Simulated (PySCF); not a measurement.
## Electron correlation in Ho⁺ (holmium, charge +1)

[Xe] 4f11 6s1, one real determinant. Computed with PySCF 2.14 in cc-pVDZ-X2C, with scalar relativity by spin-free X2C-1e. Frozen: [Kr] 4d10; 20 electrons correlated.

```json
{"level": "CCSD", "correlation energy (mhartree)": "-686.65"}
{"level": "(T)", "correlation energy (mhartree)": "-28.03"}
{"level": "CCSD(T)", "correlation energy (mhartree)": "-714.68"}
```

Diagnostics: T1 = 0.017, D1 = 0.0446, largest double amplitude 0.093.

Problem. Is a single reference adequate?

Solution. Mostly. T1 lies below 0.03, but a double amplitude of this size points to a near-degeneracy that CCSD handles and MP2 describes poorly.

The reference is one real determinant that mixes LS terms of this configuration.
